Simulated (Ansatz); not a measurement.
`CNCO` + `CBN` → `CBNCO` + CH₃NH₂  (substitution at a C–N bond)

Gas-phase electronic energies from Ansatz, PBE0-D4/def2-TZVP geometries. CBS: MP2 limit from def2 TZ/QZ plus the TZ coupled-cluster correction, frozen cores. One conformer a species, not always the lowest.

`CNCO`:

Cartesian coordinates in Å:
```
C -1.025 0.496 -0.882
N 0.257 0.500 -0.211
C 0.434 -0.593 0.709
O 1.754 -0.640 1.170
H -1.095 1.362 -1.542
H -1.892 0.514 -0.202
H -1.110 -0.400 -1.502
H 0.401 1.375 0.279
H 0.149 -1.514 0.177
H -0.189 -0.524 1.613
H 2.316 -0.576 0.391
```

`CBN`:

Cartesian coordinates in Å:
```
C -1.022 -0.527 0.248
B 0.322 0.264 0.413
N 1.162 0.522 -0.666
H -1.867 0.083 0.586
H -1.025 -1.413 0.893
H -1.229 -0.854 -0.775
H 0.670 0.678 1.487
H 2.027 1.027 -0.581
H 0.961 0.219 -1.605
```

`CBNCO`:

```xyz
13

C    -0.027    1.600    1.482
B    -0.507    0.535    0.439
N     0.324   -0.489   -0.015
C    -0.014   -1.497   -0.979
O     0.716   -1.378   -2.173
H    -0.132    2.611    1.071
H     1.008    1.475    1.811
H    -0.669    1.579    2.370
H    -1.622    0.561   -0.014
H     1.277   -0.550    0.314
H     0.225   -2.494   -0.599
H    -1.094   -1.434   -1.151
H     0.515   -0.519   -2.555
```

CH₃NH₂:

Cartesian coordinates in Å:
```
C 0.337 -0.304 0.341
N -0.758 0.273 -0.419
H 1.319 0.168 0.187
H 0.434 -1.363 0.089
H 0.106 -0.251 1.407
H -0.568 0.224 -1.412
H -0.871 1.253 -0.193
```

```
species  CCSD(T)/CBS(def2) energy (Eh)
 `CNCO`                     -210.17507
  `CBN`                     -121.21267
`CBNCO`                     -235.63392
 CH₃NH₂                      -95.75281
```

(1) Work out ΔE.

Largest T1 diagnostic among the species: 0.012.

Results:

(1) ΔE = (-235.63392) + (-95.75281) − (-210.17507) − (-121.21267) = 0.00101 Eh = +2.7 kJ/mol.
